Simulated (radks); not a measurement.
Initial-state core-level shifts of the ruthenium ion Ru2+ when its valence configuration changes from [Kr] 4d6. All-electron calculation, scalar-relativistic Kohn-Sham, SCAN, spin-polarised, spherical densities, finite nucleus; open shells are filled with parallel spins first (spin-orbit coupling, left out, can overturn this in heavy ions); meta-GGA in the generalised Kohn-Sham scheme; Fermi nuclear charge, rms radius 4.4809 fm. Program: a radial shooting solver on a logarithmic mesh with Libxc functionals. Shifts are changes of the shell-averaged eigenvalues in eV (positive: less bound); the change of the density at the nucleus, which sets a Mossbauer isomer shift, is in e/bohr^3, on a base of 1.124e+05.

| valence | 2s | 2p | 3p | 4p | density at nucleus |
|---|---|---|---|---|---|
| 4d5 5p1 | -6.201 | -6.182 | -6.091 | -5.155 | +4.36 |
| 4d5.5 5p0.5 | -3.075 | -3.065 | -3.027 | -2.601 | +2.03 |
| 4d5 5s1 | -5.011 | -4.996 | -4.887 | -3.958 | +29.09 |
| 4d5.5 5s0.5 | -2.487 | -2.480 | -2.429 | -1.995 | +14.18 |
| 4d4 5s2 | -11.010 | -10.981 | -10.682 | -8.726 | +59.09 |
| 4d4 5p2 | -13.124 | -13.084 | -12.813 | -10.764 | +9.38 |
| 4d4 5s1 5p1 | -11.968 | -11.932 | -11.644 | -9.612 | +36.75 |
